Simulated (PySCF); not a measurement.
# SMILES S=Cc1ccccn1, C6H5NS

Molfile (atoms numbered from 1):
```
C6H5NS
     RDKit          3D

 13 13  0  0  0  0  0  0  0  0999 V2000
    3.3462    0.0509   -0.9305 S   0  0  0  0  0  0  0  0  0  0  0  0
    2.1559   -0.8241   -0.2561 C   0  0  0  0  0  0  0  0  0  0  0  0
    0.7974   -0.3743   -0.0670 C   0  0  0  0  0  0  0  0  0  0  0  0
    0.3669    0.8979   -0.4606 C   0  0  0  0  0  0  0  0  0  0  0  0
   -0.9530    1.2469   -0.2434 C   0  0  0  0  0  0  0  0  0  0  0  0
   -1.7973    0.3245    0.3560 C   0  0  0  0  0  0  0  0  0  0  0  0
   -1.2749   -0.9154    0.7126 C   0  0  0  0  0  0  0  0  0  0  0  0
   -0.0226   -1.2589    0.5110 N   0  0  0  0  0  0  0  0  0  0  0  0
    2.3574   -1.8324    0.0922 H   0  0  0  0  0  0  0  0  0  0  0  0
    1.0672    1.5761   -0.9225 H   0  0  0  0  0  0  0  0  0  0  0  0
   -1.3186    2.2205   -0.5356 H   0  0  0  0  0  0  0  0  0  0  0  0
   -2.8338    0.5562    0.5433 H   0  0  0  0  0  0  0  0  0  0  0  0
   -1.8951   -1.6675    1.1829 H   0  0  0  0  0  0  0  0  0  0  0  0
  1  2  2  0
  2  3  1  0
  3  4  2  0
  4  5  1  0
  5  6  2  0
  6  7  1  0
  7  8  2  0
  8  3  1  0
  2  9  1  0
  4 10  1  0
  5 11  1  0
  6 12  1  0
  7 13  1  0
M  END
```

Computed, not measured: PySCF 2.14.0, quadratic response wB97X-D/aug-cc-pVDZ first hyperpolarisability, Taylor convention, gas phase. Geometry: GFN2-xTB.

(1) Give the tensor of the second harmonic β(−2ω;ω,ω) at 1907 nm in the axes of these coordinates.

Results:

(1) In au, Taylor convention; rows are the first index (the induced dipole):
|  | xx | yy | zz | xy | xz | yz |
| --- | --- | --- | --- | --- | --- | --- |
| x | -798.7 | -16.0 | -33.1 | +127.7 | +164.8 | -32.2 |
| y | +127.9 | -12.2 | -1.0 | -16.9 | -31.4 | +0.6 |
| z | +165.1 | +0.4 | +18.8 | -31.3 | -32.0 | -0.6 |

Norm of βᵢ = ⅓ Σⱼ (βᵢⱼⱼ + βⱼᵢⱼ + βⱼⱼᵢ): 875.0 au, hyper-Rayleigh value 364.0 au.
